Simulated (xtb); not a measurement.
Mg(NH2)(SiH3) (H5MgNSi), SMILES [NH2][Mg][SiH3]. All values are semi-empirical tight-binding results from xtb (GFN2-xTB unless named), good for trends rather than for accurate numbers. The structure is a stationary point at GFN2-xTB. Other conformers were not sampled.

Optimised geometry:

Bond lengths (Å): Mg1–N2 1.882, Mg1–Si5 2.469, N2–H3 1.016, N2–H4 1.017, Si5–H6 1.482, Si5–H7 1.481, Si5–H8 1.480. Bond angles (°): N2–Mg1–Si5 135.9, Mg1–N2–H3 127.8, Mg1–N2–H4 125.6, H3–N2–H4 104.4, Mg1–Si5–H6 112.5, Mg1–Si5–H7 111.7, Mg1–Si5–H8 118.3, H6–Si5–H7 105.3, H6–Si5–H8 103.8, H7–Si5–H8 104.1.

A frequency run showed that this geometry is not a minimum.

For metal compounds this method's bond lengths and energies can be far off.

The orbital gap comes out as 2.23 eV.

Computed atomic charges and the Wiberg bond orders between heavy atoms:
charges (e) Mg1 0.33, N2 -0.55, H3 0.11, H4 0.11, Si5 0.35, H6 -0.12, H7 -0.12, H8 -0.12. Bond orders Mg1–N2 0.90, Mg1–Si5 0.85.
